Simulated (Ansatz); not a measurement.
ZrClF3⁺. Total charge 1; doublet. Geometry PBE-D4/def2-SVP.

```xyz
5

Zr   -0.311    0.075    0.046
Cl    2.200    0.684   -0.031
F     0.659   -1.509   -0.421
F    -1.408    0.738   -1.309
F    -1.140    0.012    1.715
```

In the def2 sets Zr takes a core potential; there is no spin–orbit coupling.

Task: Estimate the α-spin orbital energies around the gap (eV) in Ansatz with PBE-D4/def2-TZVP, PBE0-D4/def2-TZVP.

Result: 
```json
{"orbital": "HOMO−5", "PBE-D4/def2-TZVP": "-16.05", "PBE0-D4/def2-TZVP": "-17.89"}
{"orbital": "HOMO−4", "PBE-D4/def2-TZVP": "-16.01", "PBE0-D4/def2-TZVP": "-17.84"}
{"orbital": "HOMO−3", "PBE-D4/def2-TZVP": "-15.95", "PBE0-D4/def2-TZVP": "-17.83"}
{"orbital": "HOMO−2", "PBE-D4/def2-TZVP": "-15.80", "PBE0-D4/def2-TZVP": "-17.65"}
{"orbital": "HOMO−1", "PBE-D4/def2-TZVP": "-15.70", "PBE0-D4/def2-TZVP": "-17.59"}
{"orbital": "HOMO", "PBE-D4/def2-TZVP": "-15.34", "PBE0-D4/def2-TZVP": "-17.20"}
{"orbital": "LUMO", "PBE-D4/def2-TZVP": "-9.63", "PBE0-D4/def2-TZVP": "-8.77"}
{"orbital": "LUMO+1", "PBE-D4/def2-TZVP": "-8.94", "PBE0-D4/def2-TZVP": "-8.06"}
{"orbital": "LUMO+2", "PBE-D4/def2-TZVP": "-8.34", "PBE0-D4/def2-TZVP": "-7.47"}
{"orbital": "LUMO+3", "PBE-D4/def2-TZVP": "-6.97", "PBE0-D4/def2-TZVP": "-6.04"}
{"orbital": "LUMO+4", "PBE-D4/def2-TZVP": "-6.89", "PBE0-D4/def2-TZVP": "-5.98"}
{"orbital": "LUMO+5", "PBE-D4/def2-TZVP": "-5.95", "PBE0-D4/def2-TZVP": "-5.21"}
{"orbital": "β HOMO", "PBE-D4/def2-TZVP": "-15.00", "PBE0-D4/def2-TZVP": "-16.79"}
{"orbital": "β LUMO", "PBE-D4/def2-TZVP": "-14.35", "PBE0-D4/def2-TZVP": "-13.27"}
```
